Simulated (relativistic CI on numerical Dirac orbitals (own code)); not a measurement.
Calculated at this level of theory: Dirac-Coulomb-Breit CI, orbitals from a KLI potential per configuration, a model potential for QED, unscaled Slater integrals (own radial code, finite nucleus).

The strongest absorption lines from the ground level of an ion, among the configurations computed and to levels below about 392 eV (vacuum wavelength in nm, gf): 4.2068 (2.4), 4.4851 (4.2), 5.0691 (0.67), 5.1084 (7), 5.2500 (0.32), 5.5853 (1.2), 6.2691 (0.63), 6.4243 (0.73).

(1) Which ion is it?
A. Re³⁷⁺
B. Hf³⁴⁺
C. Re³⁹⁺
D. Tl⁴³⁺

Answers

(1) A. Re³⁷⁺ has 38 electrons and the ground level 4s²4p⁶4d² ³F2; the strongest line goes to 4s²4p⁶4d4f ³G°3. The pattern of lines fixes the number of electrons, and along that sequence the line energies rise steadily with the charge (about as its square where n changes within one kind of shell, about linearly where n is kept but much faster in heavy ions where fine structure, which grows about as Z⁴, sets the gap, and irregularly where shells cross), which fixes Z. Configurations outside the model, such as inner-shell arrays, can give stronger lines. At this charge energies of transitions that change n are usually good to better than 1 %, and those within a shell (Δn = 0) to a few per cent. Terms inside the open d or f shell come out 10 to 20 % too wide with unscaled integrals.

LS names give the leading component of a level, which can be under half, so a name can repeat, a term be missing and a line seem to break the LS rules.
